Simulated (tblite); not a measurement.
Compound: C7H7FS.
Numbering: `[CH:1]#[C:2][C@@H:3]1[CH:4]=[CH:5][S:6][CH2:7][C@H:8]1[F:9]` (hydrogens: H10 on C1; H11 on C3; H12 on C4; H13 on C5; H14, H15 on C7; H16 on C8)

Cartesian coordinates in Å at the GFN2-xTB level; atoms count from 1:
```xyz
16
C7H7FS angstrom
C      2.9107   -0.9946    0.6688
C      1.8614   -0.6266    0.2287
C      0.5718   -0.1707   -0.2690
C      0.4553    1.3146   -0.0456
C     -0.6075    1.9548    0.4204
S     -2.1571    1.2459    0.8122
C     -1.9251   -0.3912    0.0609
C     -0.5573   -0.9472    0.4192
F     -0.5094   -2.2665    0.0090
H      3.8352   -1.3248    1.0377
H      0.5291   -0.3891   -1.3463
H      1.3493    1.8774   -0.2744
H     -0.6004    3.0182    0.5948
H     -2.7123   -1.0350    0.4524
H     -2.0365   -0.2990   -1.0205
H     -0.4145   -0.9574    1.5076
```

Computed values, GFN2-xTB/tblite, gas phase, harmonic and unscaled. Against measured fundamentals such values can be off by several per cent, at times by over 20. One conformer, not necessarily the lowest.

Harmonic wavenumbers (cm⁻¹): 50.7, 119.5, 153.1, 179.9, 286.1, 333.4, 349.0, 360.3, 424.8, 474.2, 520.3, 643.1, 658.4, 667.7, 722.6, 760.7, 781.8, 848.9, 874.2, 959.7, 1019.2, 1023.6, 1048.3, 1102.9, 1128.5, 1180.0, 1214.9, 1224.4, 1235.1, 1287.6, 1293.6, 1315.8, 1441.2, 1670.6, 2294.8, 2877.4, 2919.2, 2979.6, 3010.1, 3070.0, 3102.4, 3399.9.

A = 2319, B = 1101, C = 798.2 MHz; mass 142.025 u (most abundant isotopes); point group C1, symmetry number 1.

Zero-point energy?

Half the sum of the wavenumbers: 25504 cm⁻¹ = 72.92 kcal/mol.

Entropy at 400 K, 1 bar (ideal gas, RRHO, classical rotation)?

Translation 42.25, rotation 30.32, vibration 32.37: S = 104.9 cal/(mol K).

And Cp and H(400 K) − H(0)?

Cp = 44.44 cal/(mol K), of which vibrations give 36.49 (their classical limit is 42 R = 83.5); H(400 K) − H(0) = 10.29 kcal/mol without the zero-point energy, 7.11 from vibrations.

How do the functions run with temperature in this model?

```json
{"T (K)": "150", "S (cal/(mol K))": "74.5", "Cp (cal/(mol K))": "20.7", "H − H(0) (kcal/mol)": "2.06", "G − H(0) (kcal/mol)": "-9.12", "ln q(vib)": "2.01"}
{"T (K)": "250", "S (cal/(mol K))": "87.4", "Cp (cal/(mol K))": "30.7", "H − H(0) (kcal/mol)": "4.62", "G − H(0) (kcal/mol)": "-17.23", "ln q(vib)": "4.05"}
{"T (K)": "298.15", "S (cal/(mol K))": "93.2", "Cp (cal/(mol K))": "35.4", "H − H(0) (kcal/mol)": "6.21", "G − H(0) (kcal/mol)": "-21.58", "ln q(vib)": "5.09"}
{"T (K)": "600", "S (cal/(mol K))": "125.6", "Cp (cal/(mol K))": "57.3", "H − H(0) (kcal/mol)": "20.56", "G − H(0) (kcal/mol)": "-54.79", "ln q(vib)": "11.81"}
{"T (K)": "900", "S (cal/(mol K))": "151.2", "Cp (cal/(mol K))": "68.7", "H − H(0) (kcal/mol)": "39.63", "G − H(0) (kcal/mol)": "-96.45", "ln q(vib)": "18.16"}
```

q(vib) and H(0) count from the zero-point level.

Blend soft modes into free rotors: weight 1/[1 + (100 cm⁻¹/ν̃)⁴] for the oscillator and the rest for a rotor with moment μB/(μ + B), μ = h/(8π²ν), B = 10⁻⁴⁴ kg m². What vibrational entropy results?

30.59 cal/(mol K) in place of 32.37, which changes −T·S at 400 K by +0.71 kcal/mol.

Which modes carry the vibrational entropy at 400 K?

50.7 cm⁻¹: 5.37; 119.5 cm⁻¹: 3.68; 153.1 cm⁻¹: 3.20; 179.9 cm⁻¹: 2.89; 286.1 cm⁻¹: 2.02; 333.4 cm⁻¹: 1.74 cal/(mol K); the other 36 give 13.47 together.

Hindered rotation and anharmonicity are outside this model. Other conformers, if any are populated, would add a mixing term that is left out. The structure is chiral; the term R ln 2 for an equal mix with its mirror image is left out.
